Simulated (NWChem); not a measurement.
HS$_{2}$, doublet; SMILES [S]S

In the optimisation the excess spin sits in a" (Cs, its own frame).

### Question
Give the equilibrium geometry at PBE-D3(BJ)/def2-SVP, spin-unrestricted (NWChem) as a Z-matrix, with the point group.

### Answer
point group Cs; any orientation.
```
S
H 1 1.3831
S 1 1.9960 2 102.74
```
